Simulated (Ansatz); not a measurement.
CH4FNOSi, SMILES `O[SiH2]/N=C/F`. Charge 0, multiplicity 1. All single points use the PBE0-D4/def2-TZVP geometry. It is one conformer, not always the lowest.

```xyz
9

O     1.906   -0.927   -0.334
Si    0.854    0.325   -0.370
N    -0.765   -0.275   -0.224
C    -1.590    0.032    0.640
F    -2.812   -0.508    0.660
H     1.764   -1.646   -0.953
H     1.244    1.202    0.763
H     0.897    1.062   -1.656
H    -1.497    0.734    1.475
```

What is the dipole moment at r2SCAN/def2-TZVPP? (An estimate is asked.)

Ansatz gave: 0.60 D, with components (0.22, 0.52, 0.19) D in this frame, pointing from negative to positive charge.

And with PBE, B3LYP, ωB97M-V? (An estimate is asked.)

The calculation gave: PBE 0.55 D, B3LYP 0.72 D, ωB97M-V 0.72 D.

Give the Mulliken charges with r2SCAN, B3LYP, ωB97M-V in def2-TZVPP. (Estimate.)

The calculation gave: 
```csv
atom,r2SCAN,B3LYP,ωB97M-V
O1,-0.41,-0.39,-0.38
Si2,0.59,0.57,0.49
N3,-0.29,-0.22,-0.24
C4,0.18,0.10,0.11
F5,-0.17,-0.17,-0.16
H6,0.21,0.19,0.18
H7,-0.10,-0.10,-0.05
H8,-0.10,-0.09,-0.05
H9,0.08,0.10,0.11
```

B3LYP here is the variant with VWN-RPA as its local correlation; programs differ in this.
